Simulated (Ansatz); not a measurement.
Relaxation of AlBrClH3O (7 atoms, charge 0, multiplicity 1), to a largest force component of 0.03 eV/Å in at most 50 steps.

All numbers below come from RKS PBE0-D4/def2-SVP in Ansatz 0.2.0.

```xyz
7
Properties=species:S:1:pos:R:3
Al 0.039 -0.254 -0.033
Cl -0.061 -0.517 2.150
H 1.416 0.004 -0.722
O -1.375 -0.528 -0.919
H -2.231 -0.739 -0.542
Br -0.311 3.139 1.132
H -0.250 2.044 2.158
```

Where does it end, and by what steps?

The run converged. The force dipped under the threshold on the way, but the program's further checks kept it going. After 10 steps the energy has fallen by 0.198 eV; Br6 moved furthest, 0.57 Å. Joined: Al1–Br6 (3.60 → 2.85 Å).

```
step  energy less start (eV)  largest force component (eV/Å)  accepted
   0                  0.0000                           1.237       yes
   1                 -0.1234                           0.183       yes
   2                 -0.1510                           0.289       yes
   3                 -0.1752                           0.331       yes
   4                 -0.1836                           0.469       yes
   5                 -0.1882                           0.276       yes
   6                 -0.1960                           0.109       yes
   7                 -0.1967                           0.042       yes
   8                 -0.1973                           0.052       yes
   9                 -0.1979                           0.026       yes
  10                 -0.1980                           0.019       yes
```

```xyz
7
Properties=species:S:1:pos:R:3
Al 0.028 -0.067 0.084
Cl -0.010 -0.577 2.167
H 1.401 0.124 -0.650
O -1.360 -0.378 -0.841
H -2.227 -0.630 -0.519
Br -0.326 2.651 0.848
H -0.280 2.026 2.136
```

Whether the end is a true minimum wasn't checked by a vibrational analysis.

The run took 37 s on 2 threads of Arm Neoverse V1, on a shared host, peak memory 0.2 GiB.
